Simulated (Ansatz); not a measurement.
Reaction (SMILES): [O]=[Y][F] → [O]=[Y] + F atom (the F-Y bond at the site shown breaks; other sites are not compared here)
Each molecule is optimised on its own at B3LYP-D3(BJ)/def2-TZVP (Ansatz, a quantum-chemistry and plane-wave program). [O]=[Y]: The spin state was set by rule; other spins were not relaxed.

Property: bond dissociation energy (electronic energy difference), in eV. Correlated levels leave the core frozen unless marked. UHF or UKS for open shells. No spin-orbit coupling. The frozen core is the preceding noble-gas configuration, with the filled d and f shells of earlier blocks. Past Kr the def2 sets carry scalar-relativistic core potentials. STO-3G rows are all-electron and non-relativistic. CBS marks a two-point X^-3 extrapolation of the correlation energy; Hartree-Fock from the larger set.

```json
[
 {"level": "HF/STO-3G", "program": "Ansatz", "bond dissociation energy (eV)": "3.93"}
]
```

Task: What does CCSD(T)/CBS(def2-TZVPPD,def2-QZVPPD) (Ansatz) give?

Result: 6.04 eV, so HF/STO-3G differs from it by -2.11 eV.
